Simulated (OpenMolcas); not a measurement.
# d2 ions of charge +5 down a group with 6 fluoride ligands in octahedral coordination

| Property | Result |
| --- | --- |
| Program | OpenMolcas 26.06 |
| Method | SS-CASPT2, IPEA 0.25 Eh, imaginary shift 0.1 Eh |
| Spin-orbit coupling | state interaction with AMFI integrals over the reference wave functions |

The d shell is active; CASPT2 correlates the ligand valence shells and the outer metal core. Anionic complexes are neutralised by point charges behind the ligands. Distances were set from a Shannon-type radius of the metal (high-spin where two are listed) plus a fixed donor radius (F 1.31 Å). Ligand basis ANO-RCC-VDZP, DKH2 Hamiltonian. States (labels of O, the rotations of Oh). Energies in cm-1 above the lowest state or level, χT in cm3 K/mol; under a threefold ground state the first gap can be a small split of the lowest multiplet, not the spin-orbit step; 10Dq and B are least-squares fits to the states below 45000 cm-1, weighted by degeneracy, with a free offset, and given where the rms deviation is under 5 % of |10Dq| (or 100 cm-1) and under 700 cm-1. Spin-only χT is S(S+1) / 2 for the spin of the ground state.

```json
{"Ion": "Tc5+", "Shell": "4d2", "R (Å)": "1.91", "Metal basis": "ANO-RCC-VDZP", "Outer charge (e at Å behind ligand)": "0.17 at 2.4", "Ground state": "3T1", "First state of that spin": "3T2 33920", "10Dq": "34278", "B (rms of fit)": "585 (479)", "First gap with spin-orbit (degeneracies)": "36 (2, 3)", "χT at 300 K": "0.348", "First state of another spin": "1T2 7220", "Spin-only χT": "1.000"}
{"Ion": "Re5+", "Shell": "5d2", "R (Å)": "1.89", "Metal basis": "ANO-RCC-VTZP", "Outer charge (e at Å behind ligand)": "0.17 at 2.6", "Ground state": "3T1", "First state of that spin": "3T2 39770", "10Dq": "", "B (rms of fit)": "", "First gap with spin-orbit (degeneracies)": "260 (2, 3)", "χT at 300 K": "0.122", "First state of another spin": "1T2 6960", "Spin-only χT": "1.000"}
```

The rows also differ in their metal basis and outer charges, so part of each step comes from that.

χT departs most from the spin-only value for Re5+, by -0.878 cm3 K/mol.

Roots that are degenerate in the reference are averaged as groups; the widest CASPT2 spread within a group is 1200 cm-1 (the 3-fold group of multiplicity 1 near 48500 cm-1 above the lowest state of its run, Re5+). Shifts and gaps below about the spread of the groups concerned are not significant. Over all roots computed the reference weight is 0.66 to 0.68 in Tc5+, 0.68 to 0.70 in Re5+; a low but even weight reflects the number of correlated electrons. An orbital triplet at a regular site is open to Jahn-Teller coupling, which can distort the site and quench the lowest spin-orbit gaps and is left out. Ligand-to-metal charge-transfer states are missing. With no ligand orbital active B as a rule stays too high, so bands that hang on it stand too high and its fall with covalency is understated. With one d shell and no ligand orbital active, 10Dq can be off by a tenth or more. The least metal-like active orbital is 70 % on the metal (Löwdin) and no ligand orbital is active, so the numbers are rough (holds for Tc5+). The least metal-like active orbital is 71 % on the metal (Löwdin) and no ligand orbital is active, so the numbers are rough (holds for Re5+). No measured value stands beside these numbers; the geometry is a model, was not optimised and need not be the one that this ion takes.
